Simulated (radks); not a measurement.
Spherical quantum dot in the effective-mass picture: electrons in a hard-walled sphere of radius 6.39, all in effective atomic units (hartree* = m*/eps^2 hartree, bohr* = eps/m* bohr), one dielectric constant everywhere. Calculated with a radial shooting solver with Libxc functionals: non-relativistic Kohn-Sham, LDA (Slater exchange, Perdew-Wang correlation), spin-polarised, spherical densities. Levels are named by radial order and angular momentum (1s, 1p, 1d, 2s, ...), and open shells are averaged over m. Results are scaled to m* = 0.051 and eps = 10.6, for which hartree* = 12.35 meV and bohr* = 11 nm.

N = 10, configuration 1s2 1p6 1d(up 2, down 0). This is the lowest configuration that the search found. Occupied and some empty levels:

level,occupation,eigenvalue (meV),<r> (nm)
1s up,1,25.113,46.51
1s down,1,25.349,46.29
1p up,3,25.936,48.42
1p down,3,26.183,48.32
1d up,2,27.349,50.08
1d down,0,27.604,50.04
1f up,0,29.272,51.48
1f down,0,29.530,51.48
2s up,0,30.647,32.00
2s down,0,30.753,31.95
2p up,0,33.208,37.15
2p down,0,33.348,37.07

Energy (meV): total 140.736, kinetic 38.290, external 0, Hartree 128.72, exchange-correlation -26.275.
